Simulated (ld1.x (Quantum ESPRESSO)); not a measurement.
Al (Z = 13): one change to an RRKJ potential, before and after

Al (Z = 13), norm-conserving RRKJ (Kleinman–Bylander form), made with ld1.x (Quantum ESPRESSO) 7.5 (PW91, scalar-relativistic). Core [Ne], reference 3s2 3p0.5 (charge +0.5). Waves: 3s (bound): rc 1.90 bohr; 3p (bound): rc 1.65 bohr. Local part: all-electron potential smoothed inside 1.75 bohr (lloc = -1). Core correction: a·sin(br)/r model core inside 1.35 bohr. rho0 = 0.005.

All-electron outer shells of the reference configuration (PW91, scalar-relativistic, ld1.x):

```tsv
shell	level (eV)	outermost node (bohr)	outermost maximum (bohr)
3s	-11.14	0.80	2.06
3p	-5.74	0.81	2.52
```

Change: all radii but the core radius scaled by about 1.12 (s 2.12, p 1.84 bohr); local potential all-electron potential smoothed inside 1.96 bohr (lloc = -1).

Cutoffs: the cutoffs (Ry, on a coarse ladder) from which the occupation-weighted sum of valence levels, in a spherical-Bessel basis at the reference potential, stays within 10 and 1 mRy of its value at 400 Ry; they do not see the model core or the augmentation charge, which bear on the density cutoff. Errors are all-electron minus pseudo energies relative to the spin-unpolarised reference configuration.

Problem. What does the change do?

Solution. The potential gets softer (15 Ry and 40 Ry → 12 Ry and 30 Ry); of the 7 tests that both files solve, the error grows in 0 and shrinks in 3 by more than 15 % and 0.3 meV (median size 2.7 → 1.0 meV); neither file shows a bound ghost. A larger radius leaves more room for a smooth pseudo-wave, so fewer plane waves are needed. That the errors move this way runs against the usual rule that smaller radii transfer better.

```csv
quantity,base,changed
"cutoff, loose",15 Ry,12 Ry
"cutoff, tight",40 Ry,30 Ry
loose cutoff by channel (10 mRy a level),"s 10 Ry, p 18 Ry","s 10 Ry, p 6 Ry"
bound ghosts,none,none
"error for 3s2 3p1, meV [ΔE -2.10 eV]",+0.5,+0.5
"error for 3s2 3p0, meV [ΔE 3.70 eV]",+0.6,+0.6
"error for 3s1 3p0, meV [ΔE 22.98 eV]",+19,+21
"error for 3s1 3p2, meV [ΔE 3.05 eV]",+2.7,+1.0
"error for 3s0 3p3, meV [ΔE 8.37 eV]",+13,+6.7
"error for 3s2 3p1.3, meV [ΔE -2.69 eV]",+1.0,+0.9
"error for 3s1 3p1, meV [ΔE 9.51 eV]",+6.2,+5.1
```
